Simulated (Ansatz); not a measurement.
Total energies of H8O10Si2Ti (`O[Si](O)(O)[O][Ti]([OH])([OH])[O][Si](O)(O)O`).

| atom | x (Å) | y (Å) | z (Å) |
| --- | --- | --- | --- |
| O1 | -0.357 | 3.717 | -0.636 |
| Si2 | 0.365 | 2.253 | -0.591 |
| O3 | 0.498 | 1.918 | 1.022 |
| O4 | 1.865 | 2.220 | -1.217 |
| O5 | -0.497 | 1.150 | -1.387 |
| Ti6 | -0.867 | -0.638 | -1.439 |
| O7 | -2.419 | -0.971 | -0.628 |
| O8 | -0.841 | -1.266 | -3.121 |
| O9 | 0.329 | -1.448 | -0.367 |
| Si10 | 0.497 | -1.782 | 1.219 |
| O11 | 1.256 | -3.189 | 1.517 |
| O12 | -1.059 | -1.957 | 1.734 |
| O13 | 1.314 | -0.607 | 1.976 |
| H14 | -0.806 | 3.958 | -1.447 |
| H15 | -0.167 | 2.331 | 1.577 |
| H16 | 2.529 | 2.768 | -0.798 |
| H17 | -2.399 | -1.374 | 0.253 |
| H18 | -1.392 | -1.907 | -3.572 |
| H19 | 2.210 | -3.147 | 1.600 |
| H20 | -1.185 | -2.335 | 2.605 |
| H21 | 1.125 | 0.306 | 1.699 |

Total charge 0; spin multiplicity 1. Correlated methods include outer-core shells of Ti, which these sets cover unevenly. Scalar relativity is left out up to krypton. The structure was optimised at the PBE0-D4/def2-TZVP level. It is one conformer, not always the lowest. Basis def2-TZVPP, Ansatz 0.2.0.

RPA on PBE orbitals: Hartree–Fock energy of these orbitals -2180.41917 Eh, correlation -4.61119 Eh (frozen core).

| functional | energy without D4 (Eh) | D4 term (kJ/mol) |
| --- | --- | --- |
| LDA (SPW92) | -2176.92754 | – |
| PBE | -2185.28299 | -70.6 |
| revPBE | -2186.08537 | -187.7 |
| BLYP | -2186.50399 | -147.9 |
| r2SCAN | -2186.16986 | -19.7 |
| B97M-V | -2186.00318 | – |
| PBE0 | -2185.33376 | -61.4 |
| B3LYP | -2186.63733 | -112.2 |
| r2SCANh | -2186.10045 | -21.1 |
| r2SCAN0 | -2186.00140 | -23.2 |
| HSE06 (plane-wave form) | -2185.28030 | -57.9 |
| BHLYP | -2186.18209 | -90.0 |
| CAM-B3LYP | -2186.41316 | -63.5 |
| LC-ωPBE | -2185.77393 | – |
| ωB97X-V | -2186.10803 | – |
| ωB97M-V | -2186.29269 | – |
| B2PLYP | -2185.72874 | – |
| PBE-QIDH | -2184.97207 | – |

B3LYP takes the VWN-RPA correlation (the form of Gaussian; ORCA's B3LYP/G). HSE06 is the plane-wave form, built on full-range PBE exchange. The double hybrids freeze the cores in their second-order part.

LC-ωPBE has ω = 0.4 bohr⁻¹.
